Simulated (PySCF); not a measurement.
Radial density of B (boron, neutral)

revPBE, [He] 2s2 3d1, 2D determinant (an excited configuration). Computed with PySCF 2.14 in aug-cc-pCVTZ-DK with one added diffuse shell each of s, p, d, f type (8s7p5d3f, 75 functions), with scalar relativity by spin-free X2C-1e.

```csv
r (bohr),4πr²ρ (e/bohr),4πr²(ρα − ρβ)
0.00612,0.03311,0.0000
0.0103,0.08983,0.0000
0.0173,0.2345,0.0000
0.0291,0.5876,0.0000
0.0490,1.359,-0.0001
0.0824,2.757,-0.0001
0.139,4.476,-0.0002
0.233,5.055,-0.0001
0.392,3.164,0.0000
0.660,0.9911,-0.0002
1.11,1.051,0.0000
1.87,1.016,0.0056
3.14,0.2138,0.0223
5.28,0.08931,0.0851
8.88,0.1308,0.1308
14.9,0.01304,0.0130
```

Densities and radii are taken from the X2C orbitals without a picture-change correction, which distorts them close to the nucleus.

The outer electron is Rydberg-like, and this basis confines it to a smaller radius and binds it less than a complete one would.
